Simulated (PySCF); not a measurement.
F2GaHSe.

```xyz
5

Ga     0.0030     0.7482     0.0000
F      1.4496     1.7182     0.0000
F     -1.4928     1.6440     0.0000
Se     0.0504    -1.5261     0.0000
H     -1.4168    -1.5657     0.0000
```
Charge 0, spin multiplicity 1.

The structure is a stationary point at ωB97X-D3(BJ)/def2-SVP. The structure was generated by enumeration; whether it is a known compound was not checked. One conformer was computed; it need not be the lowest.

Calculation: KT2/pcSseg-1 in PySCF. Non-relativistic, no solvent.

**Question.** Give the absolute GIAO shielding of each atom: isotropic value and principal components (ppm). (Estimate from the structure and the level; the computed values follow.)

**Answer.** 
```json
[
 {"atom": "Ga1", "σ(iso)": "1475.8", "σ11": "1249.0", "σ22": "1430.2", "σ33": "1748.2", "span": "499.2"},
 {"atom": "F2", "σ(iso)": "274.9", "σ11": "134.4", "σ22": "279.3", "σ33": "410.9", "span": "276.4"},
 {"atom": "F3", "σ(iso)": "264.5", "σ11": "135.6", "σ22": "246.4", "σ33": "411.6", "span": "276.0"},
 {"atom": "Se4", "σ(iso)": "2195.0", "σ11": "2045.6", "σ22": "2119.3", "σ33": "2420.2", "span": "374.6"},
 {"atom": "H5", "σ(iso)": "30.4", "σ11": "20.1", "σ22": "25.6", "σ33": "45.5", "span": "25.5"}
]
```
